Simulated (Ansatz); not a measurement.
Reaction (cleavage of the Si–Si bond): `O[SiH]([SiH3])[SeH]` + `NB[SeH]` → `[SiH3]NB[SeH]` + `O[SiH2][SeH]`

Computed with Ansatz on PBE0-D4/def2-TZVP structures; ΔE is electronic, products minus reactants. CBS: MP2 limit from def2 TZ/QZ plus the TZ coupled-cluster correction, frozen cores. For Se outer-core shells are correlated without core-valence functions, which leaves a few kJ/mol of doubt a bond. Scalar relativity is left out up to krypton. One conformer a species, not always the lowest.

`O[SiH]([SiH3])[SeH]`:

Cartesian coordinates in Å:
```
O -1.391 -0.359 -1.595
Si 0.119 -0.233 -0.947
Si 0.165 -0.632 1.359
Se 1.090 1.811 -1.280
H -2.022 0.332 -1.388
H 0.947 -1.185 -1.725
H -0.513 0.504 2.046
H 1.573 -0.702 1.829
H -0.538 -1.892 1.720
H 0.570 2.358 -0.020
```

`NB[SeH]`:

Cartesian coordinates in Å:
```
N 0.302 0.360 -1.122
B -0.303 -0.032 0.065
Se 0.788 -0.475 1.628
H -0.235 0.593 -1.939
H 1.296 0.441 -1.256
H -1.491 -0.101 0.139
H -0.358 -0.786 2.486
```

`[SiH3]NB[SeH]`:

```xyz
10

Si   -0.140   -1.400    0.883
N     0.275    0.130    0.156
B    -0.403    0.745   -0.905
Se    0.080    2.454   -1.700
H    -0.432   -1.222    2.330
H    -1.333   -1.918    0.177
H     0.991   -2.356    0.761
H     1.077    0.612    0.538
H    -1.358    0.221   -1.397
H     1.242    2.735   -0.843
```

`O[SiH2][SeH]`:

Cartesian coordinates in Å:
```
O 0.431 0.418 1.517
Si -0.199 0.537 0.006
Se 0.889 -0.748 -1.535
H 0.628 -0.458 1.850
H -1.626 0.128 -0.032
H -0.023 1.951 -0.382
H -0.099 -1.828 -1.425
```

| species | CCSD(T)/CBS(def2) energy (Eh) |
| --- | --- |
| `O[SiH]([SiH3])[SeH]` | -3057.71287 |
| `NB[SeH]` | -2482.67368 |
| `[SiH3]NB[SeH]` | -2772.97017 |
| `O[SiH2][SeH]` | -2767.43299 |

Problem. Work out ΔE.

Solution. ΔE = (-2772.97017) + (-2767.43299) − (-3057.71287) − (-2482.67368) = -0.01661 Eh = -0.45 eV.

Largest T1 diagnostic among the species: 0.011.

From PBE to PBE0 (25 % exact exchange), in def2-TZVPP and without D4, ΔE moves by −0.07 eV. In def2-TZVPP, CCSD(T) changes the Hartree–Fock value by +0.18 eV (the triples alone add +0.03 eV) and MP2 by +0.11 eV.
